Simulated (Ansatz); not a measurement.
Job for Ansatz (a first-principles code): U-B97M-V/def2-TZVPP on H3O3Sn (SMILES [OH][Sn]([OH])[OH]). Elements past Kr take the def2 small-core potentials; no spin–orbit coupling.

Ansatz 0.2 input:
```yaml
crystal:
  periodic: [false, false, false]
  atoms:
    - {symbol: O, position_ang: [-1.12035904, -1.19206455, -0.82093841]}
    - {symbol: Sn, position_ang: [-0.33968993, -0.10083305, 0.65204559]}
    - {symbol: O, position_ang: [-0.41211557, 1.78492119, 0.01172225]}
    - {symbol: O, position_ang: [1.59491724, -0.57644899, 0.69496898]}
    - {symbol: H, position_ang: [-1.82197194, -0.72949560, -1.29656763]}
    - {symbol: H, position_ang: [0.34145657, 2.30986908, 0.30989725]}
    - {symbol: H, position_ang: [1.75776268, -1.49594807, 0.44887197]}
basis:
  gaussian:
    orbitals: def2-TZVPP
hamiltonian:
  xc: {name: B97M-V}
magnetization: {spin_polarized: true, initial_magnetization: 1}
```

It printed:

```
WARN ansatz: RAYON_NUM_THREADS=4 ignored (pool sized by the plan → 4); use --threads N
Functional definition: B97M-V
integrals: 0.10 GiB planned
1018 factors; their error is unknown
mean field: 1.08 GiB planned
mean field evaluation 1: about -12004.3707 eV, gradient 7.3e1 eV
mean field evaluation 2: about -11887.0745 eV, gradient 1.7e2 eV
mean field evaluation 4: about -12023.0456 eV, gradient 8.2e0 eV
mean field evaluation 8: about -12023.3123 eV, gradient 9.1e-2 eV
mean field evaluation 16: about -12023.3083 eV, gradient 5.9e-4 eV
mean field -12023.30831613 eV, -441.8484309266 hartree, gradient 6.6e-5 eV, S^2 0.753299; 0 other end points of the search recorded, 0 dependent functions left out
reference -12023.30838326 eV, -441.8484333938 hartree; 25, 24 occupied and 160, 161 virtual orbitals, 1018 factors
Total energy: -12023.30838326 eV, -441.8484333938 hartree
```

The run converged.

Cost: roughly 19 core-seconds.
